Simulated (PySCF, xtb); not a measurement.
Al(F)2(OSiH3) (AlF2H3OSi), SMILES [F][Al]([F])[O][SiH3].

GFN2-xTB in xtb 6.7.1 at its own geometry gives an orbital gap of 3.64 eV and a dipole moment of 2.49 D.

Geometry: B3LYP-D3(BJ)/def2-SVP. The structure was generated by enumeration; whether it is a known compound was not checked. One conformer was computed; it need not be the lowest.

Question: What does PySCF with PBE/def2-TZVP give? (An estimate is asked for; the answer gives what the named calculation found.)

Answer: gap 5.50 eV (levels -7.70 and -2.20 eV), dipole 1.34 D.
